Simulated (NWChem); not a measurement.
Species: C$_{2}$H$_{7}$NOSi; SMILES C=C[Si@@H](N)O

```xyz
12

C      0.0376    -2.2731     0.3159
C     -0.7217    -1.2613    -0.1206
Si    -0.0680     0.4615    -0.3710
N     -1.0672     1.5873     0.4649
O      1.5228     0.3508     0.1422
H      1.0992    -2.1240     0.5406
H     -0.3635    -3.2820     0.4679
H     -1.7822    -1.4526    -0.3328
H     -0.1047     0.9236    -1.7935
H     -1.2995     1.4706     1.4444
H     -1.1460     2.5531     0.1713
H      2.0643     1.1355     0.0245
```
Atoms are numbered in this order, from 1.

Program: NWChem. Pople sets run with spherical d functions. Geometry: optimised at PBE0/def2-SVP. No frequency run checked for a minimum. GIAO values for the isolated, static molecule; σ is the absolute isotropic shielding, δ = σ(reference) − σ with the isolated reference molecule computed at the same levels (1H: tetramethylsilane, 15N: ammonia, 17O: water, 29Si: tetramethylsilane).

```csv
level,δ Si3 (ppm),δ N4 (ppm),δ O5 (ppm),δ H6 (ppm),δ H10 (ppm),δ H11 (ppm),δ H12 (ppm)
KT2/pcSseg-1,-34.9,(withheld),(withheld),(withheld),(withheld),(withheld),1.16
B3LYP/6-311G**,-34.8,41.0,67.3,6.59,0.63,0.89,0.94
PBE/pcSseg-1,-36.9,41.6,70.4,6.56,0.72,1.05,1.15
B3LYP/6-31G*,-22.1,27.4,46.2,6.43,0.31,0.60,0.99
```

Complete the blanks.


- KT2/pcSseg-1, δ N4 (ppm): 40.2
- KT2/pcSseg-1, δ O5 (ppm): 67.8
- KT2/pcSseg-1, δ H6 (ppm): 6.35
- KT2/pcSseg-1, δ H10 (ppm): 0.82
- KT2/pcSseg-1, δ H11 (ppm): 1.12
